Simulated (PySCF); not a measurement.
**Computed and published core binding energies of `F[Si](F)(F)F`**

What was measured (core binding energies): Si 1s of Si2 1852.50 eV [1]. Sources and the comparison follow the method.

SiF4.
Atom-mapped SMILES: `[F:1][Si:2]([F:3])([F:4])[F:5]`

Computed with PySCF, delta-SCF UKS SCAN, pcX-2 on the ionised atom, pcseg-1 elsewhere, spin-free X2C. Each binding energy is the total energy of the core-ionised species, with the hole localised on one atom, minus that of the ground state; both are solved self-consistently, so orbital relaxation is included.

```csv
atom,environment,level,this calculation (eV),reference (eV),difference (eV),source
Si2,fluorine-bound silicon,Si 1s,1852.47,1852.50,-0.03,[1]
```

[1] measured, gas; Cunha, Hait, Kang, Mao, Head-Gordon, J. Phys. Chem. Lett. 2022, 13, 3438 (arXiv:2111.08405)

Problem. How far is it from the measured entries?

Solution. The one measured value differs by -0.03 eV, too little evidence for a typical error. The calculation is vertical and has no vibrational structure, and measured positions depend on the energy calibration.

Problem. What does the calculation give for the levels without a reference value here?

Solution. F1/F3/F4/F5 F 1s 694.48 eV; Si2 Si 2p3/2 112.00 eV.

The first atom of each set that the bonding makes equivalent was ionised and stands for the set. Spin–orbit coupling isn't in the SCF: each 2p doublet comes from a relaxed spin-free hole plus a matrix of the shell (mean-field spin–orbit coupling and the ground-state 2p splitting), with 2p3/2 averaged over its two sublevels. 2p1/2 minus 2p3/2 (ligand field included): Si 0.63 eV. Geometry: PBE0-D3(BJ)/def2-SVP; no solvent, vibrations or thermal averaging.
